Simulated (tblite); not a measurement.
Species: C6H3FO2.
SMILES: `O=C1C=CC(=O)C(F)=C1`

Structure optimised with GFN2-xTB, isolated species.

Masses are those of the commonest isotopes; rigid-rotor values at the optimised geometry. 

Problem. What are A, B and C (cm⁻¹)?

Solution. Ia = 167.07, Ib = 350.78, Ic = 517.85 u·Å²; 505379 MHz·u·Å²/I gives 3025, 1441 and 975.9 MHz, that is A = 0.10090, B = 0.04806, C = 0.03255 cm⁻¹.

Problem. Classify the top.

Solution. An asymmetric top; Ray's κ = -0.546.

Problem. What does the inertial defect say?

Solution. Planar: Δ = Ic − Ia − Ib = 0.00 u·Å². For a rigid frame Δ = −2 Σ m c², so it vanishes when all atoms lie in the ab plane; here none is more than 0.01 Å from it.

Problem. Estimate the classical rotational partition function at 50 K, 298.15 K and 500 K.

Solution. Point group Cs, symmetry number σ = 1; q = (√π/σ)·√((kT/h)³/(ABC)), k/h = 20836.6 MHz/K: 28900 at 50 K, 421000 at 298.15 K, 914000 at 500 K.

Its GFN2-xTB frequencies are all real (lowest 63 cm⁻¹). Zero-point vibration and centrifugal distortion are left out.

On Arm Neoverse V1, one thread, shared host with 32 logical CPUs at a one-minute load of 16, this took under 0.1 s. This is the geometry optimisation.

The numbers are calculated, not measured.
